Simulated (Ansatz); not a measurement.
Reaction (silylene formation by 1,1-elimination): `O[SiH2][Se][SiH3]` → `O[SiH]` + `[SiH3][SeH]`

Calculated with Ansatz (gas phase, PBE0-D4/def2-TZVP geometries, no zero-point term in ΔE). CBS: MP2 limit from def2 TZ/QZ plus the TZ coupled-cluster correction, frozen cores. This one scheme is used for every species. DFT in def2-TZVPP. B3LYP here is the variant with VWN-RPA as its local correlation; programs differ in this. For Se outer-core shells are correlated without core-valence functions, which leaves a few kJ/mol of doubt a bond. Scalar relativity is left out up to krypton. One conformer a species, not always the lowest.

```csv
level,ΔE (kJ/mol),difference from CCSD(T)/CBS
PBE-D4,255.8,-5.6
r2SCAN-D4,275.7,14.3
PBE0-D4,270.7,9.3
B3LYP-D4,250.7,-10.7
ωB97X-V,264.9,3.5
ωB97M-V,251.5,-9.9
B2PLYP,248.2,-13.2
PBE,244.5,-16.9
r2SCAN,272.8,11.4
PBE0,260.8,-0.6
HF/def2-TZVPP,245.8,-15.6
MP2/def2-TZVPP,273.9,12.5
SCS-MP2/def2-QZVPP,265.4,4.0
HF/CBS(def2),245.3,-16.1
MP2/CBS(def2),284.3,22.9
CCSD/CBS(def2),258.5,-2.9
CCSD(T)/CBS,261.4,0
```

Largest T1 diagnostic among the species: 0.016.

In def2-TZVPP, CCSD(T) changes the Hartree–Fock value by +5.1 kJ/mol (the triples alone add +2.9 kJ/mol) and MP2 by +28.0 kJ/mol. From PBE to PBE0 (25 % exact exchange), in def2-TZVPP and without D4, ΔE moves by +16.3 kJ/mol. The D4 term adds +18.3 kJ/mol with B3LYP and +10.0 kJ/mol with PBE0; it sums over pairs of atoms, weighted by their polarisabilities, and B3LYP, whose exchange is more repulsive, gets the larger term.
